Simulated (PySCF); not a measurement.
I (iodine, neutral): UHF calculation

Configuration: [Kr] 4d10 5s1 5p5 5d1, one real determinant (an excited configuration). All numbers are calculated (PySCF 2.14, scalar relativity through the core potential, in aug-cc-pVQZ-PP with ECP28MDF (7s7p5d3f2g, 92 functions)).

```
Total energy                                                  : -293.933152 hartree
One-electron energy                                           : -509.1486 hartree
Hartree (Coulomb) energy                                      : 236.0586 hartree
Exchange energy                                               : -20.8432 hartree
⟨S²⟩                                                          : 3.7635
⟨L²⟩                                                          : 7.930
Sum of ⟨r⟩                                                    : 33.91 bohr
Sum of ⟨r²⟩                                                   : 73.61 bohr²
Traceless quadrupole moment −½Σ⟨3z² − r²⟩ along its main axis : -0.273 e·bohr²
```

```
shell  electrons  mean orbital energy (eV)  spread (eV)  rms radius, mean of both spins (bohr)
 4s α          1                   -215.93            0                                  0.796
 4s β          1                   -214.99            0                                  0.796
 4p α          3                   -156.72        0.521                                  0.852
 4p β          3                   -156.09        0.033                                  0.852
 4d α          5                   -67.581        0.674                                  0.995
 4d β          5                   -67.003        0.189                                  0.995
 5s α          1                   -29.694            0                                   2.08
 5p α          3                   -15.351        1.665                                   2.55
 5p β          2                   -11.072            0                                   2.55
 5d α          1                    -1.873            0                                   4.60
```

⟨L²⟩ = 7.93 against 12 for a pure F term, so this real determinant mixes terms. Energies and moments cover only the electrons outside the core potential. The outer electron is Rydberg-like, and this basis confines it to a smaller radius and binds it less than a complete one would.
